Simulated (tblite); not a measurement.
Parent: `[CH2:1]=[CH:2][CH2:3][O:4][Si@H:5]([NH2:6])[OH:7]` with C1–C2–C3–O4 -2°, C2–C3–O4–Si5 -91°, C3–O4–Si5–N6 -55°, O4–Si5–N6–H -179° and -45°, O4–Si5–O7–H -30°, C3H9NO2Si.

Structures optimised with GFN2-xTB, isolated species. One conformer each, not checked by frequencies here.

| coordinate of the parent | value |
| --- | --- |
| C1=C2 | 1.318 Å |
| C2–C3 | 1.500 Å |
| C3–O4 | 1.394 Å |
| O4–Si5 | 1.627 Å |
| Si5–N6 | 1.724 Å |
| Si5–O7 | 1.627 Å |
| C1–C2–C3 | 125.2° |
| C2–C3–O4 | 114.1° |
| C3–O4–Si5 | 126.8° |
| O4–Si5–N6 | 109.7° |
| O4–Si5–O7 | 103.8° |
| N6–Si5–O7 | 113.7° |

How does the shared frame change in `[CH2:1]=[CH:2][CH2:3][O:4][Si:5]([NH2:6])([OH:7])[OH:8]` with C1–C2–C3–O4 -2°, C2–C3–O4–Si5 158°, C3–O4–Si5–N6 -55°, O4–Si5–N6–H 172° and -48°, O4–Si5–O7–H 33°, C3H9NO3Si? Atoms pair as C1 = C1, C2 = C2, C3 = C3, O4 = O4, Si5 = Si5, N6 = N6, O7 = O7 (parent first).

| parent | relative | value in the relative | change |
| --- | --- | --- | --- |
| C1=C2 | C1=C2 | 1.319 Å | +0.001 |
| C2–C3 | C2–C3 | 1.497 Å | -0.003 |
| C3–O4 | C3–O4 | 1.400 Å | +0.006 |
| O4–Si5 | O4–Si5 | 1.624 Å | -0.003 |
| Si5–N6 | Si5–N6 | 1.724 Å | 0.000 |
| Si5–O7 | Si5–O7 | 1.634 Å | +0.007 |
| C1–C2–C3 | C1–C2–C3 | 124.9° | -0.3 |
| C2–C3–O4 | C2–C3–O4 | 112.0° | -2.1 |
| C3–O4–Si5 | C3–O4–Si5 | 125.9° | -0.9 |
| O4–Si5–N6 | O4–Si5–N6 | 108.3° | -1.4 |
| O4–Si5–O7 | O4–Si5–O7 | 104.5° | +0.7 |
| N6–Si5–O7 | N6–Si5–O7 | 118.0° | +4.3 |

Of the parent's bonds, C3–O4 and Si5–O7 change most and about equally (+0.006 to +0.007 Å). Bonds of the relative outside the shared frame: Si5–O8 1.625 Å. Point group C1 → C1.

How does the shared frame change in `[CH2:1]=[CH:2][CH2:3][O:4][Si@@:5]([NH2:6])([OH:7])[NH:8][CH3:9]` with C1–C2–C3–O4 136°, C2–C3–O4–Si5 179°, C3–O4–Si5–N6 60°, O4–Si5–N6–H -66° and 77°, O4–Si5–O7–H -20°, C4H12N2O2Si? Atoms pair as C1 = C1, C2 = C2, C3 = C3, O4 = O4, Si5 = Si5, N6 = N6, O7 = O7 (parent first).

| parent | relative | value in the relative | change |
| --- | --- | --- | --- |
| C1=C2 | C1=C2 | 1.319 Å | +0.001 |
| C2–C3 | C2–C3 | 1.497 Å | -0.003 |
| C3–O4 | C3–O4 | 1.401 Å | +0.007 |
| O4–Si5 | O4–Si5 | 1.639 Å | +0.012 |
| Si5–N6 | Si5–N6 | 1.725 Å | +0.001 |
| Si5–O7 | Si5–O7 | 1.629 Å | +0.002 |
| C1–C2–C3 | C1–C2–C3 | 124.7° | -0.5 |
| C2–C3–O4 | C2–C3–O4 | 109.5° | -4.6 |
| C3–O4–Si5 | C3–O4–Si5 | 126.1° | -0.7 |
| O4–Si5–N6 | O4–Si5–N6 | 117.2° | +7.5 |
| O4–Si5–O7 | O4–Si5–O7 | 103.1° | -0.7 |
| N6–Si5–O7 | N6–Si5–O7 | 108.0° | -5.7 |

Of the parent's bonds, O4–Si5 changes most (+0.012 Å). Bonds of the relative outside the shared frame: Si5–N8 1.721, N8–C9 1.447 Å. Point group C1 → C1.

How does the shared frame change in `[CH2:1]=[CH:2][C@@H:3]([CH2:4][CH3:5])[O:6][Si@H:7]([NH2:8])[OH:9]` with C1–C2–C3–C4 94°, C2–C3–C4–C5 61°, C2–C3–O6–Si7 171°, C3–O6–Si7–N8 -55°, O6–Si7–N8–H -168° and 56°, C5H13NO2Si? Atoms pair as C1 = C1, C2 = C2, C3 = C3, O4 = O6, Si5 = Si7, N6 = N8, O7 = O9 (parent first).

```csv
parent,relative,value in the relative,change
C1=C2,C1=C2,1.319 Å,+0.001
C2–C3,C2–C3,1.503 Å,+0.003
C3–O4,C3–O6,1.399 Å,+0.005
O4–Si5,O6–Si7,1.620 Å,-0.007
Si5–N6,Si7–N8,1.730 Å,+0.006
Si5–O7,Si7–O9,1.618 Å,-0.009
C1–C2–C3,C1–C2–C3,124.2°,-1.0
C2–C3–O4,C2–C3–O6,108.3°,-5.8
C3–O4–Si5,C3–O6–Si7,129.7°,+2.9
O4–Si5–N6,O6–Si7–N8,108.8°,-0.9
O4–Si5–O7,O6–Si7–O9,106.7°,+2.9
N6–Si5–O7,N8–Si7–O9,109.9°,-3.8
```

Of the parent's bonds, Si5–O7 changes most (-0.009 Å). Bonds of the relative outside the shared frame: C3–C4 1.540, C4–C5 1.523 Å. Point group C1 → C1.

These are computed values.
